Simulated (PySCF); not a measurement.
## `CCNN(C)[SiH3]`, C3H12N2Si

Cartesian coordinates in Å; atom numbers follow the order of the lines, from 1:
```xyz
18

C     2.2016    0.3269   -0.1085
C     1.3433   -0.8650    0.2917
N    -0.0279   -0.6044    0.6775
N    -0.8411   -0.0557   -0.3221
C    -1.8293   -0.9944   -0.8058
Si   -1.1794    1.6564   -0.3846
H     3.2236    0.0010   -0.3576
H     2.2714    1.0655    0.7064
H     1.7883    0.8340   -0.9931
H     1.3179   -1.5924   -0.5381
H     1.8082   -1.3930    1.1421
H    -0.1019   -0.1044    1.5608
H    -2.4052   -0.5367   -1.6266
H    -1.3425   -1.8991   -1.2071
H    -2.5395   -1.3138   -0.0193
H    -2.2544    2.0896    0.5765
H    -1.6421    2.0193   -1.7589
H     0.0597    2.4033   -0.0266
```

The calculation used GIAO B3LYP/STO-3G magnetisability, rotational g tensor and spin-rotation constants, non-relativistic, gas phase (PySCF 2.14.0). Geometry: PBE0-D3(BJ)/def2-SVP.

Q: Give the nuclear spin-rotation constants along the inertial axes (H = +C I·J) beside the isotropic shieldings.

A: Rotational constants 3.6780, 1.9975, 1.4681 GHz. A star marks the isotopologue with that one atom substituted, in its own axes.
```tsv
atom	isotope	Caa (kHz)	Cbb (kHz)	Ccc (kHz)	mean (kHz)	σ (ppm)
N3	14N	0.140	0.081	0.035	0.085	243.7
N4	14N	-0.017	0.058	0.016	0.019	295.3
H7	1H	-0.037	-0.218	-0.128	-0.128	31.9
H8	1H	-0.401	-0.123	-0.060	-0.195	32.3
H9	1H	-0.189	-0.198	-0.074	-0.154	31.7
H10	1H	-0.384	-0.117	-0.031	-0.177	30.8
H11	1H	-0.175	-0.195	-0.072	-0.147	31.3
H12	1H	-0.514	-0.193	-0.026	-0.244	33.2
H13	1H	-0.151	-0.195	-0.099	-0.148	31.8
H14	1H	-0.200	-0.114	-0.108	-0.141	30.9
H15	1H	-0.353	-0.143	-0.030	-0.175	31.2
H16	1H	-0.169	-0.179	-0.029	-0.126	30.7
H17	1H	-0.210	-0.179	-0.019	-0.136	30.6
H18	1H	-0.159	-0.059	-0.130	-0.116	30.7
C1	13C*	0.276	0.122	0.098	0.165	213.6
C2	13C*	0.294	0.206	0.169	0.223	192.0
C5	13C*	0.363	0.163	0.151	0.226	195.3
Si6	29Si*	-1.383	-0.590	-0.564	-0.845	566.8
```
For the geometry as given, no vibrational averaging.
